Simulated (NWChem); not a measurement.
[F][Ge]([F])([Br])[F] (GeBrF3), optimised at PBE0/def2-SVP with NWChem:

| Property | Value |
|---|---|
| highest occupied level (eV) | -9.82 |
| orbital gap (eV) | 7.82 |
| dipole (D) | 1.70 |
| highest harmonic frequency (cm⁻¹) | 784 |
| zero-point energy (kcal/mol) | 5.3 |

This build's default masses of Se (78.918 u) and Br (79.917 u) are each other's, which moves their modes by up to 0.6 %.

**Question.** One F atom is replaced by Cl, giving [F][Ge]([F])([Cl])[Br] (GeBrClF2), optimised at the same level. How do these values move?

**Answer.** 
```
quantity                           new value  change
---------------------------------  ---------  ------
highest occupied level (eV)            -9.49   +0.33
orbital gap (eV)                        7.40   -0.42
dipole (D)                              1.47   -0.23
highest harmonic frequency (cm⁻¹)        770     -14
zero-point energy (kcal/mol)             4.6    -0.7
```
